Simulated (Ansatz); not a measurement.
Basis sets compared for the cluster Tl6. Total charge 0; singlet. Geometry PBE-D4/def2-SVP. Ansatz on 4 threads of Arm Neoverse V1 on a shared host; times are rough, and most runs start from earlier orbitals.

```xyz
6

Tl   -2.746    1.865   -0.191
Tl   -1.683   -0.992   -0.128
Tl   -0.581   -3.933   -0.083
Tl    3.427    2.001    0.264
Tl    1.290   -0.876    0.096
Tl    0.293    1.936    0.042
```

In the def2 sets Tl takes a core potential; there is no spin–orbit coupling. The restricted singlet is unstable towards broken spin symmetry in Hartree–Fock (as tested in another run); at PBE-D4/def2-SVP, PBE-D4/def2-TZVP, PBE0-D4/def2-SVP, PBE0-D4/def2-TZVP this wasn't settled. Another isomer (singlet) lies 0.65 eV lower at PBE0-D4/def2-TZVP; other spin states weren't run for this one.

Binding counts from free atoms (Tl doublet) in the same basis, without a counterpoise term.

```tsv
level	functions	energy (Eh)	HOMO (eV)	LUMO (eV)	binding per atom (eV)	wall time
PBE-D4/def2-SVP	156	-1035.4716	-3.66	-3.03	1.32	3 s
PBE0-D4/def2-SVP	156	-1035.2329	-4.04	-2.48	1.19	6.5 s
```

**Question.** Estimate the rows for PBE-D4/def2-TZVP (with forces), PBE0-D4/def2-TZVP.

**Answer.** 
| level | functions | energy (Eh) | HOMO (eV) | LUMO (eV) | binding per atom (eV) | wall time |
| --- | --- | --- | --- | --- | --- | --- |
| PBE-D4/def2-TZVP (with forces) | 300 | -1035.5060 | -3.67 | -3.03 | 1.34 | 8.5 s |
| PBE0-D4/def2-TZVP | 300 | -1035.2580 | -4.04 | -2.47 | 1.21 | 18 s |
